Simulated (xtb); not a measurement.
C₄H₈O₂S, charge +1, doublet, geometry from GFN2-xTB (a state made from the parent by changing its charge; the spin is typed, not shown lowest); xtb 6.7.1 with GFN1-xTB with GBSA(thf).

xtb was given this input:
```
$ xtb mol.xyz --gfn 1 --chrg 1 --uhf 1 --gbsa thf --json

# file mol.xyz
15

O      1.58426261     0.87244591    -0.69385620
S      0.62846265     0.41611043     0.25219912
O      0.77092695     0.68694499     1.63898277
C     -1.10509964     0.92985171    -0.31407686
C     -1.57533113    -0.32285741    -0.99232587
C     -1.15979275    -1.48809120    -0.10526657
C      0.33548013    -1.43942329     0.00523214
H     -1.60648182     1.16065827     0.62430257
H     -1.01402086     1.80610178    -0.95092812
H     -2.66486713    -0.26981489    -1.11531638
H     -1.13880551    -0.41867607    -1.98892930
H     -1.45046683    -2.45498247    -0.53614791
H     -1.62989171    -1.41450173     0.87786405
H      0.76419537    -1.97151335     0.85067432
H      0.87187997    -1.64704436    -0.91909486
```

The log (banner, timings and long lists left out):

```
   ID    Z sym.   atoms
    1    8 O      1, 3
    2   16 S      2
    3    6 C      4-7
    4    1 H      8-15

           -------------------------------------------------
          |                Calculation Setup                |
           -------------------------------------------------

           -------------------------------------------------
          |                 G F N 1 - x T B                 |
           -------------------------------------------------

      * Solvation model:               GBSA
        Solvent                        thf
        Parameter file                 internal GFN1-xTB/GBSA
        Dielectric constant                1.0000E+01
        Reference state                gsolv [1 M gas/solution]
        Free energy shift                  2.8487E-03 Eh       1.7876E+00 kcal/mol
        Temperature                        2.9815E+02 K
        Density                            8.8300E-01 kg/L
        Solvent mass                       7.2106E+01 g/mol
        Interaction kernel             Still
        Born radius scaling (c1)           1.6158E+00
        Born radii integrator          GBOBC
        Born offset                        0.0000E+00 a0       0.0000E+00 AA
        H-bond correction              true
        Ion screening                  false
        Surface tension                    1.0000E-05 Eh       1.5569E+01 dyn/cm
        Grid points                               230 per atom

          ...................................................
          :                      SETUP                      :
          :.................................................:
          :  # basis functions                  50          :
          :  # atomic orbitals                  49          :
          :  # shells                           31          :
          :  # electrons                        41          :
          :  # halogen bonds                     0          :
          :  max. iterations                   250          :
          :  Hamiltonian                  GFN1-xTB          :
          :  restarted?                      false          :
          :  GBSA solvation                   true          :
          :  PC potential                    false          :
          :  electronic temp.          300.0000000     K    :
          :  accuracy                    1.0000000          :
          :  -> integral cutoff          0.2500000E+02      :
          :  -> integral neglect         0.1000000E-07      :
          :  -> SCF convergence          0.1000000E-05 Eh   :
          :  -> wf. convergence          0.2000000E-04 e    :
          :  Broyden damping             0.4000000          :
          :  net charge                          1          :
          :  unpaired electrons                  1          :
          ...................................................

 iter      E             dE          RMSdq      gap      omega  full diag
   1    -25.4634498 -0.254634E+02  0.746E+00    5.25       0.0  T
   2    -25.4792438 -0.157940E-01  0.501E+00    6.23       1.0  T
   3    -24.7396332  0.739611E+00  0.506E+00    3.08       1.0  T
   4    -25.5074798 -0.767847E+00  0.984E-01    6.17       1.0  T
   5    -25.5458237 -0.383438E-01  0.346E-01    6.10       1.0  T
   6    -25.5477016 -0.187790E-02  0.270E-01    6.08       1.0  T
   7    -25.5497089 -0.200737E-02  0.425E-02    6.01       1.0  T
   8    -25.5497878 -0.788459E-04  0.915E-03    6.03       2.8  T
   9    -25.5497875  0.277054E-06  0.731E-03    6.03       3.5  T
  10    -25.5497889 -0.141015E-05  0.118E-03    6.03      21.9  T
  11    -25.5497889 -0.377640E-07  0.950E-05    6.03     271.8  T
  12    -25.5497889 -0.169408E-09  0.432E-05    6.03     597.5  T

   *** convergence criteria satisfied after 12 iterations ***

         :::::::::::::::::::::::::::::::::::::::::::::::::::::
         ::                     SUMMARY                     ::
         :::::::::::::::::::::::::::::::::::::::::::::::::::::
         :: total energy             -25.309858780195 Eh    ::
         :: total w/o Gsasa/hb       -25.307013413942 Eh    ::
         :: gradient norm              0.050062492083 Eh/a0 ::
         :: HOMO-LUMO gap              6.025520425952 eV    ::
         ::.................................................::
         :: SCC energy               -25.549788935890 Eh    ::
         :: -> electrostatic           0.178404411509 Eh    ::
         :: -> Gsolv                  -0.090906179419 Eh    ::
         ::    -> Gelec               -0.088060813167 Eh    ::
         ::    -> Gsasa               -0.002876470467 Eh    ::
         ::    -> Ghb                 -0.002817604695 Eh    ::
         ::    -> Gshift               0.002848708909 Eh    ::
         :: repulsion energy           0.246674238634 Eh    ::
         :: dispersion energy         -0.006744082938 Eh    ::
         :: halogen bond corr.         0.000000000000 Eh    ::
         :: add. restraining           0.000000000000 Eh    ::
         :: total charge               1.000000000014 e     ::
         :::::::::::::::::::::::::::::::::::::::::::::::::::::

           -------------------------------------------------
          |                Property Printout                |
           -------------------------------------------------

    * Orbital Energies and Occupations

         #    Occupation            Energy/Eh            Energy/eV
      -------------------------------------------------------------
         1        2.0000           -1.1141360             -30.3172
       ...           ...                  ...                  ...
         9        2.0000           -0.6931157             -18.8606
        10        2.0000           -0.6737075             -18.3325
        11        2.0000           -0.6462909             -17.5865
        12        2.0000           -0.6407644             -17.4361
        13        2.0000           -0.6396752             -17.4064
        14        2.0000           -0.6250516             -17.0085
        15        2.0000           -0.6237346             -16.9727
        16        2.0000           -0.5940194             -16.1641
        17        2.0000           -0.5900840             -16.0570
        18        2.0000           -0.5814957             -15.8233
        19        2.0000           -0.5716148             -15.5544
        20        1.9997           -0.5557122             -15.1217
        21        1.0003           -0.5400208             -14.6947 (HOMO)
        22                         -0.3185870              -8.6692 (LUMO)
        23                         -0.2792902              -7.5999
        24                         -0.2528391              -6.8801
        25                         -0.2454709              -6.6796
        26                         -0.1785932              -4.8598
        27                         -0.1734680              -4.7203
        28                         -0.1695343              -4.6133
        29                         -0.1609576              -4.3799
        30                         -0.1396633              -3.8004
        31                         -0.1312242              -3.5708
        32                         -0.1116652              -3.0386
       ...                                ...                  ...
        49                          1.1655365              31.7159
      -------------------------------------------------------------
                  HL-Gap            0.2214338 Eh            6.0255 eV
             Fermi-level           -0.4885852 Eh          -13.2951 eV

  Mulliken/CM5 charges         n(s)   n(p)   n(d)
     1O    -0.29645 -0.34956   1.710  4.586  0.000
     2S     0.49206  0.54027   1.745  2.898  0.865
     3O    -0.29645 -0.34956   1.710  4.586  0.000
     4C     0.07001 -0.02364   1.107  2.823  0.000
     5C    -0.04603 -0.15227   1.055  2.991  0.000
     6C    -0.04602 -0.15225   1.055  2.991  0.000
     7C     0.06999 -0.02366   1.107  2.823  0.000
     8H     0.13414  0.19406   0.866  0.000  0.000
     9H     0.13499  0.19279   0.865  0.000  0.000
    10H     0.15742  0.21161   0.843  0.000  0.000
    11H     0.09989  0.15687   0.900  0.000  0.000
    12H     0.15739  0.21158   0.843  0.000  0.000
    13H     0.09989  0.15687   0.900  0.000  0.000
    14H     0.13502  0.19282   0.865  0.000  0.000
    15H     0.13415  0.19407   0.866  0.000  0.000

Wiberg/Mayer (AO) data.
largest (>0.10) Wiberg bond orders for each atom

 ---------------------------------------------------------------------------
     #   Z sym  total        # sym  WBO       # sym  WBO       # sym  WBO
 ---------------------------------------------------------------------------
     1   8 O    2.210 --     2 S    1.795     3 O    0.173
     2  16 S    4.839 --     1 O    1.795     3 O    1.795     7 C    0.572
                             4 C    0.572
     3   8 O    2.210 --     2 S    1.795     1 O    0.173
     4   6 C    3.820 --     5 C    1.039     9 H    0.959     8 H    0.945
                             2 S    0.572
     5   6 C    3.980 --     4 C    1.039     6 C    1.017    11 H    0.962
                            10 H    0.865
     6   6 C    3.980 --     7 C    1.039     5 C    1.017    13 H    0.962
                            12 H    0.865
     7   6 C    3.820 --     6 C    1.039    14 H    0.959    15 H    0.945
                             2 S    0.572
     8   1 H    0.983 --     4 C    0.945
     9   1 H    0.981 --     4 C    0.959
    10   1 H    0.973 --     5 C    0.865
    11   1 H    0.987 --     5 C    0.962
    12   1 H    0.973 --     6 C    0.865
    13   1 H    0.987 --     6 C    0.962
    14   1 H    0.981 --     7 C    0.959
    15   1 H    0.983 --     7 C    0.945
 ---------------------------------------------------------------------------

Topologies differ in total number of bonds
Writing topology from bond orders to xtbtopo.mol

 dipole moment from electron density (au)
     X       Y       Z
  -2.5971  -1.7196  -1.0422  total (Debye):    8.349

           -------------------------------------------------
          | TOTAL ENERGY              -25.309858780195 Eh   |
          | GRADIENT NORM               0.050062492083 Eh/α |
          | HOMO-LUMO GAP               6.025520425952 eV   |
           -------------------------------------------------

normal termination of xtb
```
